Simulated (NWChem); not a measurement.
System: CH$_{6}$N cation; SMILES C[NH3+]

The following NWChem deck was run.

```
start job
memory heap 200 mb stack 900 mb global 1100 mb
charge 1
geometry units angstroms noautoz
  C      0.000000     0.000000     0.814573
  N      0.000000     0.000000    -0.702497
  H     -1.016838     0.195558     1.154755
  H      0.677777     0.782828     1.154755
  H      0.339061    -0.978386     1.154755
  H     -0.625345    -0.723642    -1.080310
  H      0.939365    -0.179744    -1.080310
  H     -0.314020     0.903386    -1.080310
end
basis spherical
  C library def2-svp
  N library def2-svp
  H library def2-svp
end
dft
  xc m06-l
  grid fine
  iterations 150
  mulliken
end
task dft gradient
```

Excerpt of the output:

```
             Northwest Computational Chemistry Package (NWChem) 7.3.0
             --------------------------------------------------------

 C3V symmetry detected

                             Geometry "geometry" -> ""
                             -------------------------

 Output coordinates in angstroms (scale by  1.889725989 to convert to a.u.)

  No.       Tag          Charge          X              Y              Z
 ---- ---------------- ---------- -------------- -------------- --------------
    1 C                    6.0000    -0.00000000     0.00000000     0.80439963
    2 N                    7.0000    -0.00000000    -0.00000000    -0.71267037
    3 H                    1.0000     0.73218911     0.73218911     1.14458163
    4 H                    1.0000     0.26799981    -1.00018892     1.14458163
    5 H                    1.0000    -1.00018892     0.26799981     1.14458163
    6 H                    1.0000    -0.24753626     0.92381788    -1.09048337
    7 H                    1.0000    -0.67628163    -0.67628163    -1.09048337
    8 H                    1.0000     0.92381788    -0.24753626    -1.09048337

 Effective nuclear repulsion energy (a.u.)      47.5806783097

      Symmetry information
      --------------------

 Group name             C3v
 Group number             17
 Group order               6
 No. of unique centers     4

                                 NWChem DFT Module
                                 -----------------

 Summary of "ao basis" -> "ao basis" (spherical)
 ------------------------------------------------------------------------------
       Tag                 Description            Shells   Functions and Types
 ---------------- ------------------------------  ------  ---------------------
 C                          def2-svp                 6       14   3s2p1d
 N                          def2-svp                 6       14   3s2p1d
 H                          def2-svp                 3        5   2s1p

      Symmetry analysis of basis
      --------------------------

        a1         20
        a2          2
        e          36

  Rotation of axis

            General Information
            -------------------
          SCF calculation type: DFT
          Wavefunction type:  closed shell.
          No. of atoms     :     8
          No. of electrons :    18
           Alpha electrons :     9
            Beta electrons :     9
          Charge           :     1
          Spin multiplicity:     1
          Use of symmetry is: on ; symmetry adaption is: on
          Maximum number of iterations: 150
          AO basis - number of functions:    58
                     number of shells:    30
          Convergence on energy requested:  1.00D-06
          Convergence on density requested:  1.00D-05
          Convergence on gradient requested:  5.00D-04

              XC Information
              --------------
                        M06-L Method XC Functional
                         M06-L Exchange Functional  1.000
                       M06-L Correlation Potential  1.000

             Grid Information
             ----------------
          Grid used for XC integration:  fine
          Radial quadrature: Mura-Knowles
          Angular quadrature: Lebedev.
          Tag              B.-S. Rad. Rad. Pts. Rad. Cut. Ang. Pts.
          ---              ---------- --------- --------- ---------
          C                   0.70       70           8.0       590
          N                   0.65       70           8.0       590
          H                   0.35       60          10.0       590
          Grid pruning is: on
          Number of quadrature shells:   260
          Spatial weights used:  Erf1

      Superposition of Atomic Density Guess
      -------------------------------------

 Sum of atomic energies:         -94.86466616

 Renormalizing density from      19.00 to     18

      Non-variational initial energy
      ------------------------------

 Total energy =     -92.535986
 1-e energy   =    -208.782453
 2-e energy   =      68.665789
 HOMO         =      -0.834227
 LUMO         =      -0.248382

      Symmetry analysis of molecular orbitals - initial
      -------------------------------------------------

  Numbering of irreducible representations:

     1 a1          2 a2          3 e

  Orbital symmetries:

     1 a1          2 a1          3 a1          4 a1          5 e
     6 e           7 a1          8 e           9 e          10 a1
    11 a1         12 e          13 e          14 a1         15 e
    16 e          17 a1         18 e          19 e

     ---------------------------------------------
      Total Density - Mulliken Population Analysis
     ---------------------------------------------

    Atom       Charge   Shell Charges
 -----------   ------   -------------------------------------------------------
    1 C    6     6.39   1.99  1.06  0.16  2.30  0.85  0.03
    2 N    7     7.49   1.99  1.11  0.30  2.81  1.27  0.01
    3 H    1     0.76   0.62  0.11  0.03
    4 H    1     0.76   0.62  0.11  0.03
    5 H    1     0.76   0.62  0.11  0.03
    6 H    1     0.61   0.51  0.06  0.04
    7 H    1     0.61   0.51  0.06  0.04
    8 H    1     0.61   0.51  0.06  0.04

   convergence    iter        energy       DeltaE   RMS-Dens  Diis-err
 ---------------- ----- ----------------- --------- --------- ---------
 d= 0,ls=0.0,diis     1    -96.0262374955 -1.44D+02  1.80D-02  9.56D-01
 d= 0,ls=0.0,diis     2    -95.9741107910  5.21D-02  1.10D-02  1.30D+00
 d= 0,ls=0.0,diis     3    -96.1264506597 -1.52D-01  1.50D-03  1.82D-02
 d= 0,ls=0.0,diis     4    -96.1279499317 -1.50D-03  6.47D-04  4.50D-03
 d= 0,ls=0.0,diis     5    -96.1275459082  4.04D-04  5.38D-04  1.86D-04
  Resetting Diis
 d= 0,ls=0.0,diis     6    -96.1275938796 -4.80D-05  3.42D-04  2.20D-05
 d= 0,ls=0.0,diis     7    -96.1275995803 -5.70D-06  5.82D-05  1.05D-06
 d= 0,ls=0.0,diis     8    -96.1275998264 -2.46D-07  6.83D-06  2.06D-07

         Total DFT energy =      -96.127599826376
      One electron energy =     -217.402074548859
           Coulomb energy =       87.971341339899
    Exchange-Corr. energy =      -14.277544927077
 Nuclear repulsion energy =       47.580678309661

 Numeric. integr. density =       18.000002470228

                  Occupations of the irreducible representations
                  ----------------------------------------------

                     irrep           alpha         beta
                     --------     --------     --------
                     a1                5.0          5.0
                     a2                0.0          0.0
                     e                 4.0          4.0

                       DFT Final Molecular Orbital Analysis
                       ------------------------------------

 Vector    7  Occ=2.000000D+00  E=-6.747702D-01  Symmetry=a1
              MO Center= -1.1D-15, -1.4D-15,  2.3D-01, r^2= 1.6D+00
   Bfn.  Coefficient  Atom+Function         Bfn.  Coefficient  Atom+Function
  ----- ------------  ---------------      ----- ------------  ---------------
    20      0.436211  2 N  pz                 6      0.363873  1 C  pz
    23     -0.260079  2 N  pz                 3      0.154541  1 C  s
    29      0.150406  3 H  s                 34      0.150406  4 H  s
    39      0.150406  5 H  s                 17     -0.130522  2 N  s
     2      0.122658  1 C  s                 16     -0.107409  2 N  s

 Vector    8  Occ=2.000000D+00  E=-5.902515D-01  Symmetry=e
              MO Center=  1.8D-01, -7.3D-02,  8.1D-01, r^2= 1.4D+00
   Bfn.  Coefficient  Atom+Function         Bfn.  Coefficient  Atom+Function
  ----- ------------  ---------------      ----- ------------  ---------------
     5      0.438171  1 C  py                34     -0.332289  4 H  s
    29      0.310202  3 H  s                  8      0.198349  1 C  py
    19      0.138223  2 N  py                44     -0.137283  6 H  s
    49      0.128158  7 H  s                  4      0.089884  1 C  px
    35     -0.072523  4 H  s                 30      0.067703  3 H  s

 Vector    9  Occ=2.000000D+00  E=-5.902515D-01  Symmetry=e
              MO Center= -1.8D-01,  7.3D-02,  8.1D-01, r^2= 1.4D+00
   Bfn.  Coefficient  Atom+Function         Bfn.  Coefficient  Atom+Function
  ----- ------------  ---------------      ----- ------------  ---------------
     4      0.438171  1 C  px                39     -0.370942  5 H  s
    29      0.204599  3 H  s                  7      0.198349  1 C  px
    34      0.166343  4 H  s                 54     -0.153252  8 H  s
    18      0.138223  2 N  px                 5     -0.089884  1 C  py
    49      0.084528  7 H  s                 40     -0.080960  5 H  s

[...]

                         DFT ENERGY GRADIENTS

    atom               coordinates                        gradient
                 x          y          z           x          y          z
   1 C      -0.000000   0.000000   1.520095    0.000000   0.000000   0.013573
   2 N      -0.000000  -0.000000  -1.346752   -0.000000  -0.000000  -0.011926
   3 H       1.383637   1.383637   2.162946   -0.001213  -0.001213  -0.001065
   4 H       0.506446  -1.890083   2.162946   -0.000444   0.001657  -0.001065
   5 H      -1.890083   0.506446   2.162946    0.001657  -0.000444  -0.001065
   6 H      -0.467776   1.745763  -2.060715   -0.000346   0.001291   0.000516
   7 H      -1.277987  -1.277987  -2.060715   -0.000945  -0.000945   0.000516
   8 H       1.745763  -0.467776  -2.060715    0.001291  -0.000346   0.000516
```

Level: M06-L/def2-SVP. Geometry: optimised at B3LYP/6-31G* (spherical d).
